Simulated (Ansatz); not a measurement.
Consider the redistribution: `CBOCO` + `CB[SiH3]` → `CBBC` + `OCO[SiH3]`.

Isolated molecules relaxed with PBE0-D4/def2-TZVP in Ansatz; ΔE leaves out vibrations. CBS: MP2 limit from def2 TZ/QZ plus the TZ coupled-cluster correction, frozen cores. Functionals use def2-TZVPP. B3LYP here is the variant with VWN-RPA as its local correlation; programs differ in this. HSE06 is defined as in plane-wave codes. One conformer a species, not always the lowest.

(1) Is it downhill or uphill in electronic energy at CCSD(T)/CBS, and by how much? (Estimate.)

(2) What do these levels give: LDA (SPW92), B97M-V, PBE-QIDH, BLYP, r2SCAN, B3LYP, HSE06, LC-ωPBE, RPA@PBE/def2-TZVPP, MP2/def2-SVP, MP2/def2-QZVPP, HF/CBS(def2)? (An estimate is asked.)

Largest T1 diagnostic among the species: 0.012.

Answers

(1) Computed: Uphill: ΔE = +62.2 kJ/mol.

(2) Computed: LDA (SPW92) 77.7, B97M-V 60.8, PBE-QIDH 64.2, BLYP 62.8, r2SCAN 61.9, B3LYP 61.0, HSE06 67.1, LC-ωPBE 64.7, RPA@PBE/def2-TZVPP 67.4, MP2/def2-SVP 89.6, MP2/def2-QZVPP 59.3, HF/CBS(def2) 48.8 kJ/mol.

In def2-TZVPP, CCSD(T) changes the Hartree–Fock value by +15.6 kJ/mol (the triples alone add +3.1 kJ/mol) and MP2 by +11.6 kJ/mol. Leaving LDA and LC-ωPBE aside and taking each functional with its dispersion term where it has one, the values, not all of them listed here, spread over 12.9 kJ/mol, from BHLYP-D4 to PBE-D4. LDA lies +7.5 kJ/mol from PBE without D4. From BLYP to BHLYP (50 % exact exchange), in def2-TZVPP and without D4, ΔE moves by −5.7 kJ/mol.
